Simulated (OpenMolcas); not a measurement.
## Pr4+: ligand-field states by method

Pr4+ with 6 ligands (bromide) in trigonal prismatic coordination (D3h) at 2.76 Å, a polar angle of 50.6° against the regular 49.1°. A charge of +0.333 e stands 2.8 Å behind each ligand. Ligand basis ANO-RCC-VDZP.

| Property | Result |
| --- | --- |
| Program | OpenMolcas |
| Basis | ANO-RCC-VDZP [7s6p4d2f1g] |
| Scalar Hamiltonian | DKH2, point nucleus |
| Active space | 1 electron in 7 orbitals (4f) |
| State averaging | 2S+1 = 2 odd, 7 roots |
| Spin-orbit coupling | RASSI with atomic mean-field integrals over the reference wave functions |

I. CASSCF
II. SS-CASPT2, IPEA 0.25 Eh, imaginary shift 0.1 Eh (closed shells correlated: 5s 5p and the ligand valence shells)

Spin-free states (labels of D3, the rotations of D3h) in cm-1, each column counted from its own energy of the first state listed:

```
State  Degeneracy     I    II
  2A1           1     0     0
  2A2           1    49   150
  2A2           1   729   960
   2E           2   814   850
   2E           2  1167  1480
```

With spin-orbit coupling the lowest J multiplet is 925 (I), 1071 (II) cm-1 wide, a factor of 1.16 from I to II.

χT at 300 K: I 0.65, II 0.63 cm3 K/mol.

Roots that are degenerate in the reference are averaged as groups; the widest CASPT2 spread within a group is 89 cm-1 (the 2-fold group of multiplicity 2 near 1480 cm-1 above the lowest state of its run, II). Shifts and gaps below about the spread of the groups concerned are not significant. Over all roots computed the reference weight is 0.67 in II; a low but even weight reflects the number of correlated electrons. Splittings of an f shell from a small cluster at a set distance can be off by tens of per cent, mostly too small (holds for II). No measured value stands beside these numbers; the geometry is a model, was not optimised and need not be the one that this ion takes.
